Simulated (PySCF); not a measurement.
Isomers C6H8ClNSi:

A. SMILES C(#C[Si@](C=C)(Cl)N=C)C
B. `ClC[SiH2]c1ccccn1`
C. `C[SiH2]c1ccc(Cl)cn1`

Spectrum 1. 13C{1H} NMR (computed): δ 165.6 (C), 154.6 (CH), 143.9 (C), 140.1 (CH), 137.0 (CH), -8.1 (CH3).

Spectrum 2. 13C{1H} NMR (computed): δ 174.8 (CH2), 142.1 (CH), 141.6 (CH2), 113.5 (C), 82.8 (C), 5.7 (CH3).

Spectrum 3. 13C{1H} NMR (computed): δ 167.3 (C), 155.5 (CH), 139.9 (CH), 136.3 (CH), 128.7 (CH), 29.6 (CH2).

Computed data (PySCF 2.14): geometry from GFN2-xTB, PBE0/pcSseg-1 with gauge-including orbitals. Non-relativistic Hamiltonian, fast rotation and ring inversion assumed for equivalent nuclei, isolated molecule, a single conformation.

References, each an isolated molecule treated in the same way: 13C (σref 186.93) against TMS. Shifts are as computed. Against solution values, carbons near 30 ppm lie about +3 ppm off and those near 130 ppm about +5 ppm; carbons on Cl a further +6 ppm. Of 1309 compounds with measured shifts, 239 miss one by over three times the rms of a fit or turn the order of signals round; such compounds aren't used in these exercises. Carbons bonded to Cl come out too deshielded.

Match each spectrum to its structure.

Results:

1–C, 2–A, 3–B.

- Spectrum 1 (C): 6 13C signals; δC 154.6 is an aromatic CH next to a ring nitrogen; δC 137.0 is an aromatic CH.
- Spectrum 2 (A): 6 13C signals; δC 142.1 is an alkene CH; δC 141.6 is a terminal =CH2 carbon.
- Spectrum 3 (B): 6 13C signals; δC 155.5 is an aromatic CH next to a ring nitrogen; δC 139.9 is an aromatic CH.
